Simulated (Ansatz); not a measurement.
AlBr₃, SMILES `[Br][Al]([Br])[Br]` with one electron removed (charge 1, multiplicity 2), frozen-core CCSD(T)/cc-pVTZ // B3LYP-D3(BJ)/def2-TZVP (Ansatz, a first-principles code). The run hit its time limit unfinished.

Ansatz 0.2 input:
```yaml
crystal:
  periodic: [false, false, false]
  atoms:
    - { symbol: Br, position_ang: [-1.736119, -1.351544, -0.208481] }
    - { symbol: Al, position_ang: [-0.000006, -0.00003, 0.204624] }
    - { symbol: Br, position_ang: [1.946635, -0.859116, 0.900214] }
    - { symbol: Br, position_ang: [-0.210506, 2.210692, -0.077888] }
basis:
  gaussian: { orbitals: cc-pVTZ }
correlation:
  method: ccsd_t
total_charge: 1
magnetization:
  spin_polarized: true
  initial_magnetization: 1
```

The last lines of the output:

```
determinant -216579.39899360 eV, -7959.1461102257 hartree, with singles and doubles -216599.68648693 eV, -7959.8916618540 hartree
determinant -216579.23650492 eV, -7959.1401388765 hartree, with singles and doubles -216599.73653051 eV, -7959.8935009217 hartree
determinant -216579.05462207 eV, -7959.1334548051 hartree, with singles and doubles -216599.34199059 eV, -7959.8790018469 hartree
determinant -216579.05453476 eV, -7959.1334515965 hartree, with singles and doubles -216599.34190852 eV, -7959.8789988311 hartree
determinant -216578.68369581 eV, -7959.1198235168 hartree, with singles and doubles -216599.14727655 eV, -7959.8718462381 hartree
determinant -216578.61692486 eV, -7959.1173697294 hartree, with singles and doubles -216599.13670433 eV, -7959.8714577161 hartree
determinant -216577.91244462 eV, -7959.0914805581 hartree, with singles and doubles -216598.51689276 eV, -7959.8486800612 hartree
determinant -216577.17058274 eV, -7959.0642176368 hartree, with singles and doubles -216597.72505055 eV, -7959.8195803967 hartree
determinant -216579.74774042 eV, -7959.1589264349 hartree, with singles and doubles -216599.71782932 eV, -7959.8928136658 hartree
determinant -216579.74758513 eV, -7959.1589207280 hartree, with singles and doubles -216599.71773733 eV, -7959.8928102850 hartree
determinant -216579.74757434 eV, -7959.1589203315 hartree, with singles and doubles -216599.71772293 eV, -7959.8928097558 hartree
determinant -216579.51073453 eV, -7959.1502166288 hartree, with singles and doubles -216599.38467442 eV, -7959.8805704488 hartree
determinant -216579.51057529 eV, -7959.1502107770 hartree, with singles and doubles -216599.38455291 eV, -7959.8805659834 hartree
determinant -216579.39913396 eV, -7959.1461153839 hartree, with singles and doubles -216599.72492400 eV, -7959.8930743903 hartree
determinant -216579.39909911 eV, -7959.1461141031 hartree, with singles and doubles -216599.72490989 eV, -7959.8930738717 hartree
determinant -216579.39899360 eV, -7959.1461102257 hartree, with singles and doubles -216599.72486779 eV, -7959.8930723246 hartree
determinant -216579.23650492 eV, -7959.1401388765 hartree, with singles and doubles -216599.73615072 eV, -7959.8934869647 hartree
determinant -216579.05462207 eV, -7959.1334548051 hartree, with singles and doubles -216599.34362534 eV, -7959.8790619230 hartree
determinant -216579.05453476 eV, -7959.1334515965 hartree, with singles and doubles -216599.34354143 eV, -7959.8790588393 hartree
```
